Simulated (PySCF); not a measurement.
A GIAO shielding run with PySCF 2.14.0 with density-fitted response routines (density fitting, non-relativistic, gas phase) on `C1[C@@H](C(=C)Cl)[SiH2]C[C@@H]1F`, C₆H₁₀ClFSi:

```
$ OMP_NUM_THREADS=1 python probes_run.py task.json out

{"job": {"kind": "nmr", "xc": "PBE0", "basis": "pcSseg-1"}, "charge": 0, "multiplicity": 1}
C      3.084977    -0.076822     0.073159
C      1.845859    -0.042151     0.533668
Cl     1.579795    -0.119001     2.251429
C      0.604708     0.010549    -0.273735
C     -0.294222     1.205369     0.081053
C     -1.705428     0.912566    -0.409233
F     -1.705351     0.919120    -1.796921
C     -2.124660    -0.470904     0.072689
Si    -0.542082    -1.526193    -0.070010
H      3.939862    -0.144742     0.721818
H      3.277035    -0.034459    -0.984166
H      0.897523     0.099461    -1.322692
H     -0.332777     1.338208     1.162816
H      0.083177     2.125772    -0.368525
H     -2.413411     1.698846    -0.117254
H     -2.957790    -0.831688    -0.526281
H     -2.471045    -0.395637     1.102050
H     -0.501206    -2.355568    -1.274330
H     -0.274768    -2.303475     1.137004
```

Hardware: 1 thread of an Arm Neoverse N1, shared host. The job also computes population analyses, field gradients, ring-centre shieldings.

(1) How large is the calculation?

(2) How long does it take, and how much memory does it need?

## Answers

(1) 86 electrons, 217 basis functions and 1169 auxiliary functions.

(2) 85 s of wall time, with 14 SCF cycles and 5 response iterations; peak memory 1 GiB. Times on a shared host scatter by some tens of per cent.
